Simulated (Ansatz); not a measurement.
Basis-set extrapolation for CH₃AlBF (`[F][Al]1[BH][CH2]1`) (PBE0-D4/def2-TZVP geometry, frozen core, Ansatz). Multiplicity 1, RHF reference.

|  | def2-TZVPP | def2-QZVPP |
| --- | --- | --- |
| HF | -405.727921 | -405.742731 |
| MP2 correlation | -0.599186 | -0.645673 |
| CCSD(T) correlation | -0.647374 | not run |

Energies in hartree. Use E(X) = E(∞) + A·exp(−7.88·√X) for Hartree–Fock and E(X) = E(∞) + B·X^(−2.97) for correlation, with X = 3 and 4, and add CCSD(T) minus MP2 of the smaller set to the MP2 limit.

Q: What is the CCSD(T) energy at the basis-set limit?

A: HF limit: -405.742731 + (-0.014810) × 0.13774 = -405.74477. MP2 limit: -0.645673 + (-0.046487) × 0.74074 = -0.68011. Higher-order term: -0.647374 − (-0.599186) = -0.04819. Total: -406.47307 hartree, 2.66 eV below CCSD(T)/def2-TZVPP.
